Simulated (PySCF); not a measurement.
# Electron correlation in In⁻ (indium, charge -1)

[Kr] 4d10 5s2 5p2, high-spin 3P determinant. Calculation: PySCF 2.14, in aug-cc-pVTZ-PP with ECP28MDF; a scalar-relativistic core potential. Frozen: 4s2 4p6 4d10; 4 electrons correlated.

```
  level  correlation energy (mhartree)
   CCSD                         -52.91
    (T)                          -2.13
CCSD(T)                         -55.04
  CCSDT                         -55.71
```

Diagnostics: T1 = 0.015, D1 = 0.0352, largest double amplitude 0.078.

Cost of the coupled-cluster step: of the order of 3 core-seconds, for 4 correlated electrons.
